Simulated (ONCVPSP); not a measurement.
# Scattering properties, ONCV potential for potassium

```json
{"Element": "potassium", "Generator": "ONCVPSP 4.0.1", "Type": "optimised norm-conserving Vanderbilt (ONCV)", "Functional": "PBE", "Relativity": "fully relativistic", "Frozen core": "[Ne]", "Valence charge": "9", "Reference configuration": "3s2 3p6 4s1", "Partial waves": "3s+4s: rc 2.40 bohr, ncon 3, nbas 7, qcut 4.3 1/bohr, 2 projectors; 3p: rc 1.90 bohr, ncon 4, nbas 8, qcut 8.3 1/bohr, 3 projectors, debl 3.7 Ha; d scattering state at 0.19 Ha: rc 2.05 bohr, ncon 4, nbas 8, qcut 4.7 1/bohr, 1 projector", "Local potential": "polynomial inside 1.60 bohr (lpopt 5, dvloc0 0 Ha)", "Core correction": "Teter function, fcfact 6, rcfact 1.75"}
```

Open shells are filled in proportion to 2j + 1.

The phase is arctan(r·R′/R) of the radial function R(r), unwrapped; energies in Ha, scanned from -3 to 5 Ha. A pole is an energy at which the radial function vanishes at the test radius. The pseudo phase is shifted by a multiple of π to meet the all-electron one at the reference energy, and phase errors are pseudo minus all-electron; the curves can meet again beyond the range given. Levels narrower than the energy grid can be missing from the lists of poles.

Problem. For each channel, where are the poles, and over which energies does the pseudopotential scatter like the atom?

Solution.

| channel | radius (bohr) | reference energy (Ha) | poles, all-electron | poles, pseudo | unbroken range about the reference energy with phases within 0.05 rad | phase error 1 Ha above the reference energy (rad) |
| --- | --- | --- | --- | --- | --- | --- |
| s | 2.44 | -0.09 | -1.20, 2.42 | -1.20, 2.28 | below 2.8 | -0.005 |
| p3/2 | 1.93 | -0.69 | -0.11 | -0.11 | the whole range | -0.000 |
| p1/2 | 1.93 | -0.70 | -0.13 | -0.13 | the whole range | -0.000 |
| d5/2 | 2.08 | 0.19 | 0.79, 4.78 | 0.83 | below 1.2 | +0.050 |
| d3/2 | 2.08 | 0.19 | 0.79, 4.77 | 0.85 | below 1.1 | +0.060 |

Phases in the d5/2 channel:

```
E (Ha)  all-electron  pseudo
 -2.98         1.328   1.328
 -2.54         1.302   1.303
 -2.10         1.268   1.269
 -1.66         1.216   1.220
 -1.22         1.132   1.137
 -0.78         0.959   0.969
 -0.34         0.430   0.449
  0.10        -0.881  -0.880
  0.54        -1.430  -1.423
  0.98        -1.655  -1.626
  1.42        -1.863  -1.772
  1.86        -2.296  -1.950
  2.30        -3.571  -2.300
  2.74        -4.266  -3.163
  3.18        -4.476  -3.990
  3.62        -4.576  -4.308
  4.06        -4.639  -4.450
  4.50        -4.686  -4.531
  4.94        -4.728  -4.585
```
